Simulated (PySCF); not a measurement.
A PySCF script (with the pyscf-properties extension) for the NMR shieldings of SMILES [N+]1#CCC=C[BH2-]1, C₄H₆BN, on a GFN2-xTB geometry:

```python
import basis_set_exchange as bse
import numpy as np
from pyscf import gto, dft
from pyscf.prop import nmr

atoms = """
B    -2.763150    0.692558   -0.443697
C    -1.276910    0.053434   -0.374846
C    -0.419782   -0.127486   -1.364956
C    -0.661234    0.245280   -2.855101
C    -1.970996    0.773792   -2.727930
N    -2.844773    1.009662   -2.001307
H    -3.630680   -0.079055   -0.207467
H    -2.868193    1.729098    0.120578
H    -0.958930   -0.260179    0.612139
H     0.562768   -0.564067   -1.240643
H    -0.609756   -0.638775   -3.495808
H     0.071408    0.978789   -3.201342
"""
names = dict.fromkeys(["B", "C", "N", "H"], "pcSseg-1")
basis = {el: gto.basis.parse(bse.get_basis(n, elements=[el], fmt="nwchem")) for el, n in names.items()}
mol = gto.M(atom=atoms, basis=basis, charge=0, verbose=0)
mf = dft.RKS(mol, xc="PBE0")
mf.grids.level = 2
mf.grids.alignment = dft.numint.BLKSIZE   # the property module wants whole blocks of grid points
mf.conv_tol = 1e-9
mf.kernel()

calc = nmr.RKS(mf)   # GIAO
C = mf.mo_coeff
Co = C[:, mf.mo_occ > 0]
resp = mf.gen_response(singlet=True, hermi=2)
def vind(x):   # induced exchange potential for any number of trial vectors
    d = np.einsum("pi,xij,qj->xpq", C, 2 * x.reshape(-1, C.shape[1], Co.shape[1]), Co, optimize=True)
    return np.einsum("xpq,pi,qj->xij", resp(d - d.transpose(0, 2, 1)), C, Co, optimize=True).ravel()
mo1, _ = nmr.rhf.solve_mo1(calc, with_cphf=vind)
sigma = calc.kernel(mo1)
for i, s in enumerate(sigma):   # ppm
    w = np.linalg.eigvalsh((s + s.T) / 2)
    print("%2d %-2s iso %8.1f  s11 %8.1f  s22 %8.1f  s33 %8.1f" % (i, mol.atom_pure_symbol(i), w.mean(), *w))
```

**Question.** What are the results?

**Answer.** 
```
 0 B  iso     93.8  s11     33.7  s22    115.1  s33    132.7
 1 C  iso     25.0  s11   -109.0  s22     27.3  s33    156.7
 2 C  iso     66.9  s11    -38.0  s22    112.9  s33    125.9
 3 C  iso    146.1  s11     97.7  s22    163.2  s33    177.6
 4 C  iso     26.2  s11   -117.8  s22    -71.7  s33    268.2
 5 N  iso    -31.8  s11   -206.7  s22   -159.5  s33    270.9
 6 H  iso     27.1  s11     22.6  s22     27.9  s33     30.9
 7 H  iso     27.1  s11     22.6  s22     27.9  s33     30.9
 8 H  iso     24.6  s11     21.3  s22     25.8  s33     26.6
 9 H  iso     26.0  s11     23.4  s22     25.6  s33     29.2
10 H  iso     27.7  s11     23.7  s22     25.5  s33     33.8
11 H  iso     27.7  s11     23.7  s22     25.5  s33     33.8
```

These numbers come from an equivalent density-fitted implementation of the same equations, which agrees with the script to about 0.01 ppm for H and up to a few tenths of a ppm for heavy atoms, so last digits may differ.

Size and cost of the density-fitted run: 132 basis functions, 22 s wall time on 1 thread of an Arm Neoverse N1, shared host; peak memory 0.61 GiB.
